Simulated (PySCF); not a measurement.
Species: SnMeH3, CH6Sn.
Geometry (PBE0-D3(BJ)/def2-SVP, Å), atoms numbered from 1 in this order:
```
atom  x, y, z in Å
Sn1   -0.002    0.004   -0.995
C2     0.002   -0.004    1.156
H3    -1.029    0.045    1.534
H4     0.562    0.862    1.535
H5     0.474   -0.924    1.529
H6     1.608   -0.018   -1.588
H7    -0.787    1.412   -1.580
H8    -0.828   -1.377   -1.591
```

Computed with TDDFT wB97X-D/def2-SVPD, vertical, gas phase, core orbitals frozen in the response, def2 core potentials past Kr (PySCF). Spin–orbit coupling is left out.

Ground-to-excited transition dipoles (e·a0, same axes as the geometry; the sign carries no meaning), for the states with f of 0.002 or more among the lowest 8:

| state | E (eV) | μx | μy | μz |
| --- | --- | --- | --- | --- |
| S1 | 7.766 | 0.002 | -0.002 | 0.449 |
| S2 | 8.053 | 0.022 | -0.547 | -0.002 |
| S3 | 8.055 | 0.548 | 0.022 | -0.002 |
| S4 | 8.248 | -0.028 | 0.863 | 0.003 |
| S5 | 8.249 | -0.863 | -0.028 | 0.011 |
| S6 | 8.302 | -0.007 | 0.006 | -1.661 |
| S7 | 8.400 | -0.007 | 0.112 | 0.001 |
| S8 | 8.402 | 0.111 | 0.007 | 0.013 |

(1) What oscillator strength does each state have?

(2) What angle do the transition dipoles of S1 and S6 make?

(3) What peak molar absorption coefficient would the strongest computed level give as a lone Gaussian band 0.4 eV wide at half height?

Answers

(1) f = (2/3) ΔE |μ|² with ΔE in hartree (27.2114 eV).

```tsv
state	|μ|² (au)	|μ| (D)	f
S1	0.201	1.14	0.038
S2	0.300	1.39	0.059
S3	0.300	1.39	0.059
S4	0.746	2.20	0.151
S5	0.746	2.19	0.151
S6	2.757	4.22	0.561
S7	0.013	0.29	0.003
S8	0.012	0.28	0.003
```

(2) |cos θ| = |μa·μb| / (|μa| |μb|) = 1.00, so θ ≈ 0° (taken between 0 and 90°, since the signs are arbitrary).

(3) ε(max) = 2.175×10⁸ f / FWHM, with the width in cm⁻¹. S6: 2.175×10⁸ × 0.5608 / 3226 ≈ 38000 L mol⁻¹ cm⁻¹.

S2/S3, S4/S5 and S7/S8 coincide within about 0.01 eV; within a degenerate level the directions of the single components are arbitrary.

All these states lie below the vertical ionisation energy of 10.61 eV (ΔSCF).

The run took 19 s of wall time on one thread of an x86-64 server, no GPU, shared host.
